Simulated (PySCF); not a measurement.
How methods differ on the excitation energy of Rh²⁺

Rh²⁺ [Kr] 4d7 (4F) → Rh²⁺ [Kr] 4d6 5s1 (6D), as a difference of total energies. Computed with PySCF 2.14 in def2-TZVPPD with the def2 core potential (28 electrons), with a scalar-relativistic core potential. Correlated levels: valence and next inner shell: nothing frozen outside the core potential. The calculations carry no spin-orbit coupling.

| method | excitation energy (eV) |
| --- | --- |
| UHF | 4.965 |
| MP2 (valence and next inner shell) | 5.054 |
| SCS-MP2 (valence and next inner shell) | 5.370 |
| CCSD (valence and next inner shell) | 5.171 |
| CCSD(T) (valence and next inner shell) | 5.163 |

Q: How much does correlation contribute at CCSD(T) (valence and next inner shell)?

A: 5.163 − (4.965) = 0.198 eV, measured against UHF.
